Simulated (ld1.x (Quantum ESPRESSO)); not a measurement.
# bismuth (Bi): one change to a PAW potential, before and after

bismuth, PAW, made with ld1.x (Quantum ESPRESSO) 7.5 (BP86, scalar-relativistic). Core [Xe] 4f14, reference 5d10 6s2 6p3. Waves: 6s (bound): rcut 1.65, rcutus 2.10 bohr; 6s channel at -0.7 Ry: rcut 1.65, rcutus 2.10 bohr; 6p (bound): rcut 2.20, rcutus 2.35 bohr; 6p channel at 0.2 Ry: rcut 2.20, rcutus 2.35 bohr; 5d (bound): rcut 0.85, rcutus 1.15 bohr; 5d channel at 1.4 Ry: rcut 0.85, rcutus 1.15 bohr. Local part: all-electron potential smoothed inside 1.45 bohr (lloc = -1). Core correction: a·sin(br)/r model core inside 0.60 bohr. Augmentation charge: PSQ, radius 0.80 bohr.

Change: waves 5d (bound): rcut 0.85, rcutus 1.54 bohr; 5d channel at 1.4 Ry: rcut 0.85, rcutus 1.54 bohr.

Cutoffs: the cutoffs (Ry, on a coarse ladder) from which the occupation-weighted sum of valence levels, in a spherical-Bessel basis at the reference potential, stays within 10 and 1 mRy of its value at 400 Ry; they do not see the model core or the augmentation charge, which bear on the density cutoff. Errors are all-electron minus pseudo energies relative to the spin-unpolarised reference configuration.

Task: What does the change do?

Result: Both files keep a bound ghost (p, s); the number of tests with a reliable result goes from 7 to 5 (the test run of the changed file stopped, so its transferability is not established); of the 5 tests that both files solve, the error grows in 0 and shrinks in 1 by more than 15 % and 0.3 meV (median size 3.8 → 3.7 meV); the range in which the d phases agree narrows (upper end at the end of the scan → -1.4).

```csv
quantity,base,changed
"cutoffs, loose and tight","90 Ry, 160 Ry",not determined
bound ghosts,"s, p","s, p (d not tested, overlap not positive)"
tests with a reliable result,7 of 7,5 of 7 (the test run stopped)
"error for 5d10 6s2 6p2, meV [ΔE 8.07 eV]",-3.8,-3.7
"error for 5d10 6s2 6p1, meV [ΔE 23.50 eV]",-11,-11
"error for 5d10 6s2 6p0, meV [ΔE 46.98 eV]",-25,-20
"error for 5d10 6s2 6p3.3, meV [ΔE -1.14 eV]",+0.5,+0.5
"error for 5d10 6s2 6p2.5, meV [ΔE 3.17 eV]",-1.4,-1.5
s: phases at 2.55 bohr within 0.05 rad from the reference energy up to (Ry; the scan ends near 5),3.6,3.6
p: phases at 2.55 bohr within 0.05 rad from the reference energy up to (Ry; the scan ends near 5),to the end of the scan,to the end of the scan
d: phases at 2.55 bohr within 0.05 rad from the reference energy up to (Ry; the scan ends near 5),to the end of the scan,-1.4
lowest overlap eigenvalue by channel,"s 0.24, p 0.39, d 0.77","s 0.24, p 0.39, d -6.89"
```

Changed file: the overlap operator is not positive definite in a basis up to 400 Ry (lowest eigenvalue d -6.89), so the file is unfit for use: the generalised eigenproblem breaks down once the basis is large enough, and its test numbers describe a broken file. A true bound ghost makes a file unfit for plane-wave use even where its test errors are small: the radial tests pick states by their node count and pass the ghost by.
